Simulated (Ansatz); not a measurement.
Z-matrix (Å, degrees):
```
C
O 1 1.421
C 1 1.509 2 110.2
H 1 1.096 2 109.5 3 122.6
H 1 1.094 2 107.0 3 -120.3
B 2 1.339 1 122.3 3 -115.4
H 3 1.092 1 110.8 2 63.5
H 3 1.092 1 110.6 2 -56.8
H 3 1.092 1 110.1 2 -176.6
H 6 1.197 2 117.0 1 179.4
H 6 1.204 2 120.2 1 -0.6
```

Total charge 0; spin multiplicity 1.

(1) List the r2SCAN/def2-TZVPP orbital energies in eV (Ansatz 0.2.0). (Best estimate.)

## Answers

(1) The calculation gave: Occupied: -516.47, -274.64, -273.03, -180.59, -27.46, -19.93, -16.46, -13.85, -12.38, -11.14, -11.01, -9.93, -9.81, -8.50, -8.05, -7.36. Lowest empty: -0.90, 1.32, 2.17, 2.55, 2.79, 3.06, 3.31, 3.55.
